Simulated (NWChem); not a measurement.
## A calculation on HFSi

```xyz
3

Si    -0.4560     0.4037     0.0000
H      0.5537     1.5754     0.0000
F      0.6478    -0.8030     0.0000
```
Charge 0, spin multiplicity 1.

Everything below was run with NWChem. The geometry was optimised at PBE0/def2-SVP, a minimum by its harmonic frequencies.

Symmetry labels belong to the abelian group Cs used in the runs, with the axes of the coordinates shown.

The structure started from a generated list of species.

List the lowest 6 singlet excitations that TD-PBE/aug-cc-pVDZ gives, with oscillator strengths.


```tsv
state	symmetry	energy (eV)	wavelength (nm)	f
1	a"	2.77	448	0.018
2	a'	5.17	240	0.050
3	a'	5.89	210	0.170
4	a"	6.53	190	0.039
5	a'	6.67	186	0.033
6	a"	6.84	181	0.003
```
